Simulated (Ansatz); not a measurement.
The cluster TaO₄H₃⁻. Total charge -1; doublet. Geometry PBE-D4/def2-SVP, that of the neutral singlet.

```
atom   x (Å)   y (Å)   z (Å)
 Ta1   0.026  -0.014   0.037
  O2   0.948  -0.224   1.730
  O3   1.244  -1.328   0.782
  O4  -1.862  -0.068   0.246
  O5   0.579   1.555  -0.882
  H6   0.176  -1.170  -1.303
  H7   1.411   1.933  -1.214
  H8  -2.523  -0.684   0.605
```

In the def2 sets Ta takes a core potential; there is no spin–orbit coupling. The structure holds one bond between oxygen atoms, so isomers without such links may lie far lower. At PBE-D4/def2-TZVPD, r2SCAN-D4/def2-TZVPD, PBE0-D4/def2-TZVPD the highest occupied level of the charge -1 doublet lies above zero (up to 1.86 eV). By energy differences it is unbound by 0.19 eV (vertical, to the charge 0 singlet, at PBE-D4/def2-TZVPD) and held by the finite basis. At PBE-D4/def2-TZVPD the gap within one spin of the charge -1 doublet nearly closes, so an electron or hole may be smeared out by delocalisation error. The structure comes from a short search, and lower isomers may exist.

Task: Estimate the α-spin orbital energies around the gap (eV) in Ansatz with PBE-D4/def2-TZVPD, r2SCAN-D4/def2-TZVPD, PBE0-D4/def2-TZVPD.

Result: 
```json
{"orbital": "HOMO−5", "PBE-D4/def2-TZVPD": "-4.55", "r2SCAN-D4/def2-TZVPD": "-4.95", "PBE0-D4/def2-TZVPD": "-5.72"}
{"orbital": "HOMO−4", "PBE-D4/def2-TZVPD": "-4.23", "r2SCAN-D4/def2-TZVPD": "-4.65", "PBE0-D4/def2-TZVPD": "-5.43"}
{"orbital": "HOMO−3", "PBE-D4/def2-TZVPD": "-3.53", "r2SCAN-D4/def2-TZVPD": "-3.92", "PBE0-D4/def2-TZVPD": "-4.40"}
{"orbital": "HOMO−2", "PBE-D4/def2-TZVPD": "-3.18", "r2SCAN-D4/def2-TZVPD": "-3.56", "PBE0-D4/def2-TZVPD": "-3.86"}
{"orbital": "HOMO−1", "PBE-D4/def2-TZVPD": "-1.73", "r2SCAN-D4/def2-TZVPD": "-2.07", "PBE0-D4/def2-TZVPD": "-2.82"}
{"orbital": "HOMO", "PBE-D4/def2-TZVPD": "1.86", "r2SCAN-D4/def2-TZVPD": "1.85", "PBE0-D4/def2-TZVPD": "1.77"}
{"orbital": "LUMO", "PBE-D4/def2-TZVPD": "1.98", "r2SCAN-D4/def2-TZVPD": "2.08", "PBE0-D4/def2-TZVPD": "2.81"}
{"orbital": "LUMO+1", "PBE-D4/def2-TZVPD": "2.08", "r2SCAN-D4/def2-TZVPD": "2.14", "PBE0-D4/def2-TZVPD": "2.88"}
{"orbital": "LUMO+2", "PBE-D4/def2-TZVPD": "2.09", "r2SCAN-D4/def2-TZVPD": "2.20", "PBE0-D4/def2-TZVPD": "3.19"}
{"orbital": "LUMO+3", "PBE-D4/def2-TZVPD": "2.97", "r2SCAN-D4/def2-TZVPD": "3.19", "PBE0-D4/def2-TZVPD": "3.81"}
{"orbital": "LUMO+4", "PBE-D4/def2-TZVPD": "3.18", "r2SCAN-D4/def2-TZVPD": "3.40", "PBE0-D4/def2-TZVPD": "4.21"}
{"orbital": "LUMO+5", "PBE-D4/def2-TZVPD": "3.26", "r2SCAN-D4/def2-TZVPD": "3.48", "PBE0-D4/def2-TZVPD": "4.39"}
{"orbital": "β HOMO", "PBE-D4/def2-TZVPD": "-1.69", "r2SCAN-D4/def2-TZVPD": "-2.03", "PBE0-D4/def2-TZVPD": "-2.72"}
{"orbital": "β LUMO", "PBE-D4/def2-TZVPD": "2.02", "r2SCAN-D4/def2-TZVPD": "2.13", "PBE0-D4/def2-TZVPD": "3.04"}
```
